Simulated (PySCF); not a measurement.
# WO₂Br + H₂O → WO₂(OH) + HBr

Level: PBE0 in the def2-TZVP basis family, computed in PySCF with density fitting; scalar-relativistic core potentials for atoms from Rb on, none lighter, no spin–orbit coupling; open shells unrestricted.

```
species                                                                                              state and structure       E (Eh)  ZPE (kJ/mol)  H(298 K) − H(0) (kJ/mol)  S° (J/(mol K))
  WO₂Br                                    doublet, Cs, W–Br 2.420 Å, W–O 1.698 Å (×2); Br–W–O 119.9° (×2), O–W–O 110.5°  -2791.42323          17.4                      16.0           341.0
    H₂O                                                                     singlet, C2v, O–H 0.960 Å (×2); H–O–H 105.1°    -76.37736          56.5                       9.9           188.7
WO₂(OH)  doublet, C1, O–H 0.959 Å, W–O 1.705 Å (×2), W–O 1.881 Å; H–O–W 132.7°, O–W–O 111.8°, O–W–O 117.3°, O–W–O 120.8°   -293.33218          49.5                      16.1           324.1
    HBr                                                                                       singlet, C∞v, H–Br 1.421 Å  -2574.45811          16.0                       8.7           198.5
```

Q: What is the electronic reaction energy?

A: At PBE0/def2-TZVP, ΔE = 27.0 kJ/mol from the differences of the total energies times 2625.5, uphill. 

Q: Add zero-point, thermal and entropy terms for 298.15 K and 1 bar.

A: ΔZPE = -8.4 and Δ[H(298) − H(0)] = -1.1 kJ/mol give ΔH° = 17.5 kJ/mol. ΔS° = -7.1 J/(mol K), so ΔG° = 17.5 − 298.15 × (-0.0071) = 20 kJ/mol and log₁₀K = -3.4.

Spin–orbit coupling can matter for WO₂Br, WO₂(OH) and is left out. Open d or f shells are single determinants, so the state found may not be the ground state. Only the bonding shown was studied: isomers, or loss of a ligand pair, can lie lower.
